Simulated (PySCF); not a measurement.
# Computed structure and properties of Pb3

System: Pb3 (triplet); start: template (D3h). Method: PySCF 2.14.0, UKS BP86, Pb def2-SVP with ECP60; non-relativistic Hamiltonian with scalar-relativistic core potentials where named; density fitting; no spin-orbit coupling.

Input of the relaxation:

```python
mol = gto.M(atom='''
Pb     1.75984    -0.00003    -0.00000
Pb    -0.87989     1.52408     0.00000
Pb    -0.87995    -1.52405     0.00000''',
    basis={'Pb': 'def2-SVP'},
    ecp={'Pb': 'def2-SVP'},
    charge=0, spin=2)
mf = dft.UKS(mol, xc='B88,P86')
mf.grids.atom_grid = (50, 194)
mf = mf.density_fit()  # fitting sets: Pb def2-universal-JKFIT
mf.conv_tol = 1e-08; mf.max_cycle = 55
mf.kernel(dm0)  # dm0: converged density of the start geometry
# quasi-Newton relaxation in Cartesian coordinates to a largest gradient under 0.00045 Eh/bohr, steps kept in the point group
```

Run from Python with OMP_NUM_THREADS=2; the lines above give its settings. Where DIIS fails, smearing, a level shift and second-order steps follow.
It took 26 s on 2 threads of Arm Neoverse V1, on a shared host, from the converged density of the start.

Course of the relaxation:

```csv
step,energy above end (eV),largest force component within the symmetry (eV/Å)
0,0.0010,0.090
1,0.0003,0.053
2,0.0000,0.001
```

Relaxed geometry (D3h):

```xyz
3

Pb    1.7524    0.0000    0.0000
Pb   -0.8762    1.5176    0.0000
Pb   -0.8762   -1.5176    0.0000
```

```tsv
contact	Å
Pb2–Pb1	3.035
Pb3–Pb2	3.035
Pb3–Pb1	3.035
```

On the finer grid (75, 302):

```
HOMO                                                          : -4.60 eV
LUMO                                                          : -4.00 eV
Dipole about the centre of mass                               : 0.00 D
Spin squared                                                  : 2.001
Set of Mulliken populations of Pb1 outside the core potential : s 3.95, p 8.01, d 10.04
D3(BJ) dispersion energy (not in the energies)                : -0.314 eV
```

```
atom  Mulliken (e)  Löwdin (e)  spin (e)
 Pb1          0.00        0.00      0.67
 Pb2          0.00        0.00      0.67
 Pb3          0.00        0.00      0.67
```

On the grid (50, 194), as all that follows. Harmonic modes: a minimum; lowest 84 cm⁻¹ (negative: unstable), highest 128 cm⁻¹, zero-point energy 0.018 eV.

One start shape was tried, so this needn't be the lowest isomer.

Open shells may have lower solutions than the one found.
